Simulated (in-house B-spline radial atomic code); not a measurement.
Checks on a self-consistent run for Hf III (Hf2+), 1s1 2s2 2p6 3s2 3p6 3d10 4s2 4p6 4d10 4f14 5s2 5p6 5d1 6s2. Computed with an all-electron radial atomic-structure program (B-spline basis): Dirac-Hartree-Fock, average of configuration, Fermi nucleus of rms radius 5.347 fm.

| orbital | q | ε (Eh) | <1/r> | <r²> | small-component weight |
| --- | --- | --- | --- | --- | --- |
| 1s1/2 | 1 | -2460.48538 | 84.0368 | 0.000493685 | 0.073733 |
| 2s1/2 | 2 | -429.35146 | 20.6624 | 0.0074232 | 0.017049 |
| 2p1/2 | 2 | -412.61827 | 20.5733 | 0.00528002 | 0.017011 |
| 2p3/2 | 4 | -366.57537 | 17.4462 | 0.00646711 | 0.01545 |
| 3s1/2 | 2 | -101.27852 | 7.59807 | 0.0482008 | 0.0056097 |
| 3p1/2 | 2 | -93.09468 | 7.50747 | 0.0440897 | 0.0055367 |
| 3p3/2 | 4 | -83.02385 | 6.70393 | 0.050561 | 0.0050953 |
| 3d3/2 | 4 | -68.38915 | 6.58981 | 0.0393213 | 0.00497 |
| 3d5/2 | 6 | -66.18066 | 6.39495 | 0.0411234 | 0.0048422 |
| 4s1/2 | 2 | -22.42128 | 3.16149 | 0.240537 | 0.001802 |
| 4p1/2 | 2 | -18.88379 | 3.05449 | 0.247851 | 0.0017144 |
| 4p3/2 | 4 | -16.54365 | 2.78919 | 0.281508 | 0.00156 |
| 4d3/2 | 4 | -10.47584 | 2.57028 | 0.310225 | 0.0013663 |
| 4d5/2 | 6 | -10.03004 | 2.50191 | 0.323729 | 0.0013195 |
| 4f5/2 | 6 | -2.35183 | 2.03935 | 0.477851 | 0.00092485 |
| 4f7/2 | 8 | -2.27193 | 2.00951 | 0.493638 | 0.00090392 |
| 5s1/2 | 2 | -3.96758 | 1.1976 | 1.38914 | 0.00037621 |
| 5p1/2 | 2 | -2.78782 | 1.08174 | 1.67945 | 0.00031398 |
| 5p3/2 | 4 | -2.44476 | 0.989992 | 1.94714 | 0.00027238 |
| 5d3/2 | 0.4 | -1.04634 | 0.707545 | 3.79236 | 0.00014303 |
| 5d5/2 | 0.6 | -1.02227 | 0.688278 | 3.97472 | 0.0001358 |
| 6s1/2 | 2 | -0.83261 | 0.437029 | 9.26028 | 5.9587e-05 |

Electron-electron repulsion V_ee = 5363.6357 hartree.

Problem. What total energy follows from the eigenvalues?

Solution. The eigenvalues count the repulsion twice, so E = Σqε - V_ee = -7311.350 - 5363.636 = -12674.986 hartree; the run printed -12674.986.

Problem. Does the Dirac virial theorem hold?

Solution. For a point nucleus E = -2c²Σq·w, with w the small-component weight. Here Σq·w = 0.33743 and c = 137.0360, so the ratio E/(-2c²Σq·w) is 1.000162; the finite nucleus accounts for the departure from 1.

Problem. What diamagnetic shielding (Lamb formula) and susceptibility (Langevin formula) do the radii give?

Solution. σ = (α²/3)Σq<1/r> = 445.331/(3·137.036²) = 7904.8 ppm, and χ = -0.79199×10⁻⁶·Σq<r²> = -39.04×10⁻⁶ cm³/mol with Σq<r²> = 49.293 bohr². Both are non-relativistic formulas without the paramagnetism of open shells; for so heavy an element the full relativistic shielding is larger by tens of per cent.
